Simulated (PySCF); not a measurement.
5-methylidene-2H-1,3-oxazole (C4H5NO), SMILES C=C1C=NCO1. Atoms are numbered in the order given.

```xyz
11

C      0.0550    -2.1109     0.0000
C      0.0144    -0.7747     0.0000
C     -1.1604     0.1268     0.0000
N     -0.8290     1.3558     0.0000
C      0.6148     1.3948     0.0000
O      1.0959     0.0490     0.0000
H     -0.8786    -2.6758     0.0000
H      1.0051    -2.6482     0.0000
H     -2.2016    -0.2135     0.0000
H      0.9843     1.9196    -0.8980
H      0.9843     1.9196     0.8980
```

The structure is a stationary point at ωB97X-D3(BJ)/def2-SVP. Other conformers were not sampled.

Two levels are set side by side: PBE/pcSseg-1 (PySCF) and B3LYP/pcSseg-1 (PySCF). GIAO shifts against H2O (¹⁷O), NH3 (¹⁵N), TMS (¹H), TMS (¹³C) at the same level; non-relativistic, no solvent, atoms listed together averaged. Differences are taken from unrounded values.

```
quantity                 B3LYP
-----------------------  -----
δ(¹³C) of C1 (ppm)        88.8
δ(¹³C) of C2 (ppm)       171.1
δ(¹³C) of C3 (ppm)       166.2
δ(¹⁵N) of N4 (ppm)       382.0
δ(¹³C) of C5 (ppm)       106.5
δ(¹⁷O) of O6 (ppm)       166.9
δ(¹H) of H9 (ppm)         7.63
δ(¹H) of H10, H11 (ppm)   6.25
```

**Question.** What does PBE give, and how far is it from B3LYP? (An estimate is asked for; the answer gives what the named calculation found.)

**Answer.** 
| quantity | PBE | PBE minus B3LYP |
|---|---|---|
| δ(¹³C) of C1 (ppm) | 86.0 | -2.7 |
| δ(¹³C) of C2 (ppm) | 168.3 | -2.8 |
| δ(¹³C) of C3 (ppm) | 162.8 | -3.3 |
| δ(¹⁵N) of N4 (ppm) | 372.4 | -9.6 |
| δ(¹³C) of C5 (ppm) | 108.6 | 2.1 |
| δ(¹⁷O) of O6 (ppm) | 182.3 | 15.5 |
| δ(¹H) of H9 (ppm) | 7.58 | -0.05 |
| δ(¹H) of H10, H11 (ppm) | 6.44 | 0.19 |

Rough cost on one machine, each run with all the roots and properties that it gave: B3LYP against PBE within a factor of 2.
